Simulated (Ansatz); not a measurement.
Mulliken charges of `[OH][Hf]([OH])([SH])[Cl]` from PBE/def2-TZVPP in Ansatz (PBE0-D4/def2-TZVP geometry).

```csv
atom,x (Å),y (Å),z (Å),charge (e)
O1,1.689,0.257,-0.171,-0.368
Hf2,-0.161,-0.181,-0.235,0.845
O3,-0.645,-1.666,0.843,-0.367
S4,-1.428,1.718,0.665,-0.317
Cl5,-0.748,-0.592,-2.488,-0.279
H6,2.629,0.314,-0.034,0.186
H7,-0.713,-2.451,1.377,0.187
H8,-0.623,2.601,0.043,0.114
```

Task: By hand: the dipole of these point charges (1 e Å = 4.8032 D).

Result: Σ q r = (0.425, -0.119, 0.294) e Å, of length 0.530 e Å = 2.55 D.

Task: How does the dipole of the full density compare? (Best estimate.)

Result: The calculation gave: (0.579, -0.302, 0.392) e Å, 3.66 D; the point charges give 0.70 times that, at 10° from its direction.

Point charges leave out the atoms' own dipoles, such as those of lone pairs, and Mulliken's split depends on the basis, so the two needn't agree.
